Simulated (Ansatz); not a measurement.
Conformers of `N[Si](O)(O)F`, each relaxed with PBE0-D4/def2-TZVP in Ansatz. CBS adds the triple-zeta coupled-cluster correction to the MP2 limit.

Not all of them had a frequency check.

Conformer A:

```xyz
9

N    -0.804    0.945   -0.697
Si   -0.029   -0.276    0.177
O     1.326   -0.833   -0.539
O     0.424    0.192    1.666
F    -1.107   -1.446    0.270
H    -0.384    1.853   -0.807
H    -1.809    0.995   -0.702
H     1.250   -1.127   -1.447
H     1.134   -0.303    2.079
```

Conformer B:

```xyz
9

N     0.345   -0.674   -1.159
Si   -0.028    0.337    0.139
O     0.882   -0.197    1.380
O    -1.636    0.366    0.402
F     0.307    1.880   -0.073
H    -0.176   -0.640   -2.018
H     1.281   -1.017   -1.291
H     1.080    0.429    2.077
H    -2.057   -0.483    0.543
```

Q: Which is lowest in electronic energy at CCSD(T)/CBS (frozen core, def2 sets), and by how much? (An estimate is asked.)

A: Computed: B; A lies 0.6 kJ/mol higher. Gaps under about 2 kJ/mol don't settle the order.

Q: Give the energies relative to B (kJ/mol) with r2SCAN-D4/def2-TZVPP, ωB97X-V/def2-TZVPP, B2PLYP/def2-TZVPP, r2SCAN/def2-TZVPP, HF/def2-TZVPP, SCS-MP2/def2-TZVPP, CCSD(T)/def2-TZVPP. (An estimate is asked.)

A: Ansatz gave: 
| level | A |
| --- | --- |
| r2SCAN-D4/def2-TZVPP | 0.5 |
| ωB97X-V/def2-TZVPP | 0.3 |
| B2PLYP/def2-TZVPP | 0.3 |
| r2SCAN/def2-TZVPP | 0.5 |
| HF/def2-TZVPP | 0.1 |
| SCS-MP2/def2-TZVPP | 0.6 |
| CCSD(T)/def2-TZVPP | 0.3 |
